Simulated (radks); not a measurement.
Values are calculated unless marked as measured or tabulated.
Fractional charge and spin in the 6s shell of barium: the spin-up occupation runs from 0 to 1 and the spin-down occupation from 0 to 1; the fullest corner is Ba, [Xe] 6s(up 1, down 1). Code: a radial shooting solver on a logarithmic mesh with Libxc functionals. Model: scalar-relativistic Kohn-Sham, PBE, spin-polarised, spherical densities, finite nucleus; Fermi nuclear charge, rms radius of each element as measured or else 0.836 A^(1/3) + 0.57 fm. Energy (eV) above the fullest corner. The planes named below are the two flat planes that join the four corners, with an edge along up + down = one added electron.

| down \ up | 0 | 0.25 | 0.5 | 0.75 | 1 |
|---|---|---|---|---|---|
| 0 | 15.343 | 12.371 | 9.695 | 7.310 | 5.205 |
| 0.25 | 12.371 | 9.742 | 7.394 | 5.324 | 3.526 |
| 0.5 | 9.695 | 7.394 | 5.362 | 3.600 | 2.100 |
| 0.75 | 7.310 | 5.324 | 3.600 | 2.136 | 0.928 |
| 1 | 5.205 | 3.526 | 2.100 | 0.928 | 0.000 |

Corners above the fullest one (they belong to Ba+ and the next ion): (up 1, down 0) 5.205 eV, (up 0, down 1) 5.205 eV, (up 0, down 0) 15.343 eV. With half an added electron in each spin the energy lies 0.157 eV from the planes (fractional-spin error, the static-correlation error of a stretched bond), and with half an added electron in spin up alone -0.579 eV (fractional-charge error). For a frontier s shell over closed shells the exact functional lies on the planes.
